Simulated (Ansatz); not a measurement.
Basis-set extrapolation for C₃H₈SSi (`C=C([SiH3])SC`) (PBE0-D4/def2-TZVP geometry, frozen core, Ansatz 0.2.0). Multiplicity 1, RHF reference.

```json
{"": "HF", "def2-TZVPP": "-804.760800", "def2-QZVPP": "-804.786615"}
{"": "MP2 correlation", "def2-TZVPP": "-0.807038", "def2-QZVPP": "-0.863747"}
{"": "CCSD(T) correlation", "def2-TZVPP": "-0.907290", "def2-QZVPP": "not run"}
```

Energies in hartree. Use E(X) = E(∞) + A·exp(−7.88·√X) for Hartree–Fock and E(X) = E(∞) + B·X^(−2.97) for correlation, with X = 3 and 4, and add CCSD(T) minus MP2 of the smaller set to the MP2 limit.

**Question.** What is the CCSD(T) energy at the basis-set limit?

**Answer.** HF limit: -804.786615 + (-0.025815) × 0.13774 = -804.79017. MP2 limit: -0.863747 + (-0.056709) × 0.74074 = -0.90575. Higher-order term: -0.907290 − (-0.807038) = -0.10025. Total: -805.79617 hartree, 336.3 kJ/mol below CCSD(T)/def2-TZVPP.
